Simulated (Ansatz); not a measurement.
Geometry optimisation, RKS PBE0-D4/6-31G* in Ansatz 0.2.0.

Input file:

```yaml
crystal:
  periodic: [false, false, false]
  atoms:
    - { symbol: Si, position_ang: [0.0, 0.0, 0.0] }
    - { symbol: H, position_ang: [0.6625, 0.0, 1.522] }
    - { symbol: Cl, position_ang: [2.2646, 0.0, 0.5484] }
    - { symbol: F, position_ang: [-0.7489, 1.2974, -0.5295] }
    - { symbol: F, position_ang: [-0.7489, -1.2974, -0.5295] }
basis:
  gaussian: { orbitals: "6-31G*" }
hamiltonian:
  xc: pbe0
  dispersion: d4
relax:
  f_tol: 0.15
  max_steps: 25
  restrain:
    - { distance: [1, 2], at: 1.37, k: 30.0 }
    - { distance: [0, 1], at: 2.66, k: 30.0 }
    - { distance: [0, 2], at: 3.33, k: 30.0 }
```

Command:

```bash
$ ansatz run input.yaml --threads 1 --pin off --max-ram 2048MiB --backend cpu --events-out ev --progress --plain --runs-dir out
```

Q: Where does it end, and by what steps?

A: The run converged. The restraints hold the end off the free minimum. After 8 steps the energy has fallen by 0.641 eV (the restraints' own energy left out); H2 moved furthest, 0.76 Å. Parted: Si1–Cl3 (2.33 → 3.33 Å). Joined: H2–Cl3 (1.87 → 1.33 Å).

| step | energy less start (eV) | largest force component (eV/Å) | accepted |
| --- | --- | --- | --- |
| 0 | 0.0000 | 5.073 | yes |
| 1 | 1.5449 | 6.121 | yes |
| 2 | 1.9969 | 5.666 | yes |
| 3 | 0.9741 | 3.641 | yes |
| 4 | 0.1183 | 2.224 | yes |
| 5 | -0.4672 | 1.650 | yes |
| 6 | -0.4815 | 2.505 | yes |
| 7 | -0.6349 | 0.992 | yes |
| 8 | -0.6407 | 1.016 | yes |

```xyz
5
Properties=species:S:1:pos:R:3
Si -0.733 0.000 0.123
H 1.402 0.000 1.715
Cl 2.495 0.000 0.955
F -0.867 1.242 -0.891
F -0.867 -1.242 -0.891
```

The run took 27 s on 1 thread of Arm Neoverse V1, with other jobs on the host, peak memory 0.13 GiB.
